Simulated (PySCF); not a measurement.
Si(H)(F) anion (FHSi), SMILES [SiH]F (connectivity only; charge and spin as stated), charge -1, multiplicity 2. Atoms are numbered in the order given.

```xyz
3

Si     0.1189     0.6279     0.0000
H     -1.4166     0.9268     0.0000
F     -0.0275    -1.0798     0.0000
```
Charge -1, spin multiplicity 2.

Coordinates come from a B3LYP-D3(BJ)/def2-TZVPD optimisation. The spin state was assumed, not searched. The isomer is the one that the SMILES or the coordinates give; other isomers of the formula were not compared.

Two levels are set side by side: PBE/pcH-1 (PySCF) and B3LYP/pcH-1 (PySCF). Contact hyperfine couplings, same geometry. Differences are taken from unrounded values.

```json
[
 {"quantity": "A(iso) of 29Si, atom Si1 (MHz)", "B3LYP": "-41.0", "PBE": "-2.8", "PBE minus B3LYP": "38.1"},
 {"quantity": "A(iso) of 1H, atom H2 (MHz)", "B3LYP": "-22.0", "PBE": "-27.6", "PBE minus B3LYP": "-5.6"},
 {"quantity": "A(iso) of 19F, atom F3 (MHz)", "B3LYP": "104.5", "PBE": "69.8", "PBE minus B3LYP": "-34.7"}
]
```

Rough cost on one machine, each run with all the roots and properties that it gave: B3LYP against PBE within a factor of 2.
